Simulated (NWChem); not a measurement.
C4H4F2; SMILES CC#CC(F)F

```xyz
10

C      0.0001     2.9625    -0.1379
C     -0.0005     1.5143     0.0350
C      0.0000     0.3133     0.1646
C      0.0000    -1.1306     0.3785
F      1.1042    -1.7009    -0.1960
F     -1.1043    -1.7007    -0.1960
H      1.0092     3.3719    -0.0112
H     -0.6543     3.4475     0.5959
H     -0.3520     3.2392    -1.1384
H      0.0000    -1.4012     1.4406
```
Atoms are numbered in this order, from 1.

All runs: NWChem. Medium grid unless said otherwise, to which SCAN and Minnesota functionals are sensitive. Geometry: optimised at B3LYP/6-31G* (spherical d). B3LYP is NWChem's, with the RPA form of VWN correlation.

Problem. Order these by “highest occupied level (eV)”, lowest first: r2SCAN/def2-TZVP; B3LYP/def2-TZVP; Hartree-Fock/def2-TZVP.

Solution. Hartree-Fock/def2-TZVP (-10.99), B3LYP/def2-TZVP (-7.98), r2SCAN/def2-TZVP (-7.18)
